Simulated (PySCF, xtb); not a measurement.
Te(Br)(SH) (BrHSTe), SMILES S[Te]Br.

Coordinates come from a PBE0-D3(BJ)/def2-SVP optimisation. The def2 effective core potentials stand for the cores of Te; spin–orbit coupling is left out. One conformer was computed; it need not be the lowest.

Level of theory: IEF-PCM-ωB97X/def2-SVP (PySCF 2.14.0).

The values are the electrostatic part of the solvation free energy, E(continuum) − E(gas) at the gas-phase geometry, in a cavity of scaled van der Waals radii (PySCF's table); cavitation and dispersion terms are not included. In vacuum the orbital gap is 8.13 eV. The dipole moment in vacuum is 2.11 D.

Question: Estimate the values in water (ε = 78.36), acetonitrile (ε = 35.69), toluene (ε = 2.37). (Estimate from the structure and the level; the computed values follow.)

Answer: 
```csv
solvent,ε,ΔG(elec) (kcal/mol),dipole (D),gap (eV)
water,78.36,-4.0,2.98,8.18
acetonitrile,35.69,-3.9,2.95,8.18
toluene,2.37,-1.8,2.48,8.16
```

For comparison, GFN2-xTB/ALPB(water) (xtb, at the GFN2-xTB geometry, all terms of that model) gives -1.7 kcal/mol.
